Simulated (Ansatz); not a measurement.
Ansatz results at the PBE0-D4/def2-TZVP geometry: HOMO energy (ωB97M-V/def2-TZVPP) -8.88 eV; size of the dipole moment (B3LYP/def2-TZVPP) 1.20 D; zero-point energy (PBE0-D4/def2-TZVP) 114.3 kJ/mol.

Problem. Which molecule gave them?
A. `[O]1[AlH][SiH2]1`
B. `F[SiH]1[SiH2][GeH2]1`
C. `FC(F)=CCl`
D. `N#C[O][GaH2]`

Solution. B. The others give `[O]1[AlH][SiH2]1`: -8.30, 1.72, 72.1; `FC(F)=CCl`: -9.62, 0.98, 74.2; `N#C[O][GaH2]`: -10.52, 5.84, 68.7.

B3LYP here is the variant with VWN-RPA as its local correlation; programs differ in this.
